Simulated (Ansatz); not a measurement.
Saddle point of SnH₆SO₂, singlet (SnH₄S ([SH][SnH3]) + H₂O₂ ([OH][OH]) → SnH₄O₂ ([OH][O][SnH3]) + H₂S; bonds formed: Sn1–O7, S2–H6; bonds broken: Sn1–S2, H6–O7), PBE0-D4/def2-TZVP structure:

Sn1  (-0.726, 0.043, -1.022)
S2  (1.141, -1.906, 0.007)
H3  (0.335, 0.091, -2.347)
H4  (-1.901, -1.186, -0.960)
H5  (-1.525, 1.560, -0.886)
H6  (0.985, -0.464, 0.742)
O7  (0.244, 0.483, 0.854)
O8  (0.788, 1.793, 0.971)
H9  (0.303, -2.513, 0.863)
H10  (0.357, 2.099, 1.779)
(Å)

Energies are electronic, without zero-point energy. Barriers and step energies count from the start structure reached by relaxing down the imaginary mode; all methods use the PBE0-D4 structures, on which another method's saddle can fall below an end. Ansatz 0.2.0; basis: def2-TZVPP, with def2-QZVPP for the basis limit; cores frozen in the correlated methods. Filled d shells of the heavier atoms are correlated. Core potentials replace the inner electrons of the atoms past krypton. The def2 sets are not built for correlating such inner shells, so the correlated values are less sure here. B3LYP uses VWN-RPA correlation. Extrapolation: Hartree–Fock as exp(−7.88 √X), correlation as X^−2.97.

```csv
method,barrier (kJ/mol),step energy (kJ/mol)
SPW92,67.9,61.1
PBE-D4,86.3,54.3
BLYP-D4,?,43.3
r2SCAN-D4,93.6,51.7
B97M-V,105.1,46.0
PBE0-D4,108.0,61.7
B3LYP-D4,108.5,50.1
r2SCAN0-D4,111.6,59.3
BHLYP-D4,130.4,55.7
CAM-B3LYP-D4,?,48.2
wB97X-V,119.3,51.0
wB97M-V,118.6,54.4
B2PLYP,113.2,47.8
PBE-QIDH,118.8,60.3
RPA on PBE,120.6,44.8
HF,?,51.8
MP2,116.8,54.0
CCSD,133.2,51.4
CCSD(T),122.2,50.8
```

(1) Fill in the withheld barriers. (Judge from chemistry; the value comes from the calculation.)

The T1 diagnostic stays at or below 0.015.

Answers

(1) Computed: HF 168.6; BLYP-D4 91.2; CAM-B3LYP-D4 114.9 kJ/mol. Each is the energy of the saddle less that of the start structure, by the same method.

For comparison, the barrier by CCSD(T) at an estimated basis limit (MP2 extrapolated from triple and quadruple zeta, plus CCSD(T) − MP2 in triple zeta) is 117.1 kJ/mol.

Labels in which every atom is bracketed show which atoms are joined, not bond orders.

For scale, one of the runs: CCSD(T)/def2-TZVPP, 238 basis functions, launched by `ansatz run in.yaml --threads 8 --pin off --events-out ev --progress --plain --max-ram 19148MiB`. The run took 100 s on 8 CPU threads of an Intel Xeon Platinum 8259CL (shared host), with 5 GiB of host memory at its peak.
